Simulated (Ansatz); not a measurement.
```xyz
8

O     0.8074   -1.4448   -1.0268
Mo    0.4824   -0.1029   -0.1246
O    -0.7203    0.9964   -1.0477
O    -0.9198   -0.7825    0.9103
F     1.4473   -0.0666    1.4701
F     1.7583    1.1153   -0.6630
H    -1.6067    0.6780   -1.2438
H    -1.2487   -0.3930    1.7255
```

Charge 0, multiplicity 1. Mo takes the def2 core potential.

Task: List the PBE0/def2-TZVPP orbital energies in eV (Ansatz). (Estimate.)

Result: The calculation gave: Occupied: -674.01, -673.89, -524.69, -524.06, -523.83, -75.63, -48.52, -48.17, -48.10, -32.53, -32.39, -28.63, -28.43, -27.01, -16.03, -15.45, -14.09, -13.92, -13.68, -13.13, -12.93, -12.03, -11.66, -11.55, -11.37, -11.06, -10.56, -10.36, -9.80. Lowest empty: -4.01, -2.61, -2.05, -0.56, -0.32, 0.15, 0.96, 1.19.
